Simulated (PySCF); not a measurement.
## Predicted spectroscopic data

All values are calculated (PySCF): PBE0/pcSseg-1 with gauge-including orbitals, J: B3LYP/pcJ-1 (spin–dipole term left out of most H,H and C,H couplings), geometry from GFN2-xTB. No solvent model, a single conformation, non-relativistic, equivalent nuclei averaged.

Chemical shifts δ = σref − σ; ¹H (σ = 31.72 ppm), ¹³C (σ = 186.93 ppm) vs TMS, all at this level. Multiplet labels drop J under 1 Hz and among equivalent protons, and merge close values. Unscaled 3J(H,H) run several per cent high. Splittings of carbon signals by F and P are missing where no couplings were computed. Where no couplings were computed, multiplicities follow the n + 1 count of equivalent neighbours, and m marks all less simple cases (inequivalent or close neighbours, rings, F or P nearby). Vicinal couplings that depend on rotamer populations or ring flexing (ring, CH–CH, X–H and H–F types) are those of the one conformer. One-bond C–F couplings are unscaled and too large by tens of Hz. Shifts are as computed. Against solution values, carbons near 30 ppm lie about +3 ppm off and those near 130 ppm about +5 ppm. Of 1309 compounds with measured shifts, 239 miss one by over three times the rms of a fit or turn the order of signals round; such compounds aren't used in these exercises.

**1.** `FC(OCC)(F)CF`, C₄H₇F₃O. ¹H NMR (400 MHz, computed): δ 4.71 (dt, J = 52.8, 11.2 Hz, 2H), 4.31 (q, J = 7.6 Hz, 2H), 1.37 (t, J = 7.6 Hz, 3H). ¹³C{¹H} NMR (computed): δ 129.1 (C, td, J = 331.2, 21.3 Hz), 86.0 (CH2, dt, J = 244.6, 30.5 Hz), 62.2 (CH2, t, J = 7.6 Hz), 16.2 (CH3).

**2.** `CCC1(F)C[SiH2]C1`, C₅H₁₁FSi. ¹H NMR (400 MHz, computed): δ 4.50 (m, 1H), 4.18 (m, 1H), 2.07 (m, 2H), 1.68 (m, 2H), 1.64 (m, 2H), 1.10 (t, 3H). ¹³C{¹H} NMR (computed): δ 97.7 (C), 38.7 (CH2), 24.7 (CH2), 9.0 (CH3).

**3.** SMILES CC/C=C/C[SiH2]F, C₅H₁₁FSi. ¹H NMR (400 MHz, computed): δ 5.88 (m, 1H), 5.45 (m, 1H), 5.02 (m, 2H), 2.14 (m, 2H), 2.02 (m, 2H), 1.03 (t, 3H). ¹³C{¹H} NMR (computed): δ 143.8, 125.6, 32.6, 25.9, 17.7.
